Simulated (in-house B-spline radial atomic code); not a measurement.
## OLYP excitations of W⁶⁺

Method: OLYP. Computed with an all-electron radial atomic-structure program (B-spline basis): linear response of the closed shell [Xe] 4f14 with the functional's adiabatic kernel; scalar-relativistic (spin-free one-electron X2C), finite nucleus, no spin-orbit coupling, no double excitations, S, P, D and F terms only; shells from n = 3 respond. Only terms of natural parity with L up to 3 were computed.

Spin-orbit coupling is strong here, so these LS terms don't match observed levels.

Command:
```bash
python run_td.py task.json out
```
Settings (radii: box in bohr, nucleus in fm):
```
Z                        74
electrons                68
configuration            [Xe] 4f14
hamiltonian              x2c
method                   optx,lyp
box_radius               14.35
rms_radius               5.3658
intervals                69
```

Time taken, with all properties: 2.8 s on 1 thread of Intel(R) Xeon(R) Platinum 8559C (Emerald Rapids), on a shared host.

The lowest states, in the order of their Tamm-Dancoff energies; the method's threshold (minus the highest occupied level) is 110.04 eV. Labels give the largest channel, * marks a mixed state, and oscillator strengths are full-response dipole values. Semilocal kernels can invert the small singlet-triplet splittings of Rydberg terms. Energies in eV:

```
     state  full response  Tamm-Dancoff  oscillator strength
4f → 5d 3P          37.92         37.98                    -
4f → 5d 3F          38.42         38.45                    -
4f → 5d 1F          39.17         39.18                    -
4f → 5d 1P          40.49         40.67               0.0533
5p → 5d 3P          43.19         43.28                    -
5p → 5d 3F          43.61         43.70                    -
5p → 5d 1F              ?             ?                    -
4f → 6s 3F          48.96         48.96                    -
4f → 6s 1F          49.14         49.15                    -
5p → 5d 1P          53.96         55.28                  3.9
5p → 6s 3P          55.26         55.28                    -
5p → 6s 1P          56.33         56.76                 2.54
4f → 6p 3D          59.31         59.32                    -
4f → 6p 1D          59.67         59.68                    -
5p → 6p 3S              ?             ?                    -
5p → 6p 3D          65.78         65.80                    -
5p → 6p 1D          66.33         66.34                    -
5p → 6p 1S          68.38         68.49                    -
4f → 5f 3S          72.41         72.43                    -
4f → 5f 3D          72.73         72.74                    -
4f → 5f 1D          73.21         73.23                    -
4f → 6d 3P          73.75         73.75                    -
```

Q: Where does 5p → 6p 3S lie?

A: At 65.65 eV in full response, 65.68 eV in Tamm-Dancoff.

Q: Where does 5p → 5d 1F lie?

A: At 46.08 eV in full response, 46.12 eV in Tamm-Dancoff.

Q: How large is the singlet-triplet splitting of 4f → 5d (F terms) in Tamm-Dancoff?

A: 0.725 eV, from the unrounded values.

Q: What polarisabilities and dispersion coefficient does the method give?

A: Dipole 2.03 bohr³, quadrupole 2.565 bohr⁵, C6 7.665 hartree·bohr⁶ for two such species.
